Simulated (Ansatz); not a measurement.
Reaction (homolysis of the Ge–Sn bond): `[GeH3][SnH3]` → `[GeH3]`• + `[SnH3]`•

Computed with Ansatz on PBE0-D4/def2-TZVP structures; ΔE is electronic, products minus reactants. CCSD(T)/CBS is the MP2 limit (def2-TZVPP, def2-QZVPP) plus CCSD(T) − MP2 in def2-TZVPP, frozen cores. DFT in def2-TZVPP. Open shells (•) are unrestricted, without spin–orbit coupling. Elements past krypton have def2 core potentials. For Ge, Sn outer-core shells are correlated without core-valence functions, which leaves a few kJ/mol of doubt a bond. Scalar relativity is left out up to krypton.

```json
{"level": "r2SCAN-D4", "ΔE (kJ/mol)": "264.7", "difference from CCSD(T)/CBS": "-31.4"}
{"level": "B97M-V", "ΔE (kJ/mol)": "281.6", "difference from CCSD(T)/CBS": "-14.5"}
{"level": "r2SCANh-D4", "ΔE (kJ/mol)": "264.6", "difference from CCSD(T)/CBS": "-31.5"}
{"level": "ωB97M-V", "ΔE (kJ/mol)": "275.2", "difference from CCSD(T)/CBS": "-20.9"}
{"level": "r2SCAN", "ΔE (kJ/mol)": "263.2", "difference from CCSD(T)/CBS": "-32.9"}
{"level": "RPA@PBE/def2-TZVPP", "ΔE (kJ/mol)": "268.8", "difference from CCSD(T)/CBS": "-27.3"}
{"level": "CCSD/def2-SVP", "ΔE (kJ/mol)": "255.9", "difference from CCSD(T)/CBS": "-40.2"}
{"level": "CCSD(T)/def2-SVP", "ΔE (kJ/mol)": "260.1", "difference from CCSD(T)/CBS": "-36.0"}
{"level": "CCSD/def2-TZVPP", "ΔE (kJ/mol)": "271.8", "difference from CCSD(T)/CBS": "-24.3"}
{"level": "MP2/def2-QZVPP", "ΔE (kJ/mol)": "295.6", "difference from CCSD(T)/CBS": "-0.5"}
{"level": "CCSD(T)/CBS", "ΔE (kJ/mol)": "296.1", "difference from CCSD(T)/CBS": "0"}
```

What do rigid-rotor, harmonic-oscillator terms from PBE0-D4/def2-TZVP frequencies (298.15 K, 1 bar) make of the CCSD(T)/CBS value? (An estimate is asked.)

Computed: ΔZPE = -14.1 kJ/mol, ΔH = +285.5 kJ/mol, ΔS = 150 J/(mol·K), ΔG = +240.7 kJ/mol. Open shells count their whole term as degenerate.

Largest T1 diagnostic among the species: 0.015.

From BLYP to BHLYP (50 % exact exchange), in def2-TZVPP and without D4, ΔE moves by +10.4 kJ/mol. Leaving LDA and LC-ωPBE aside and taking each functional with its dispersion term where it has one, the values, not all of them listed here, spread over 28.5 kJ/mol, from revPBE-D4 to ωB97X-V. LDA lies +46.7 kJ/mol from PBE without D4, its usual overbinding. At CCSD(T), def2-SVP lies −36.0 kJ/mol from the extrapolated value and def2-TZVPP −17.6 kJ/mol: correlation converges slowly with the basis, and small sets miss more of it in the bonded molecule than in its fragments.
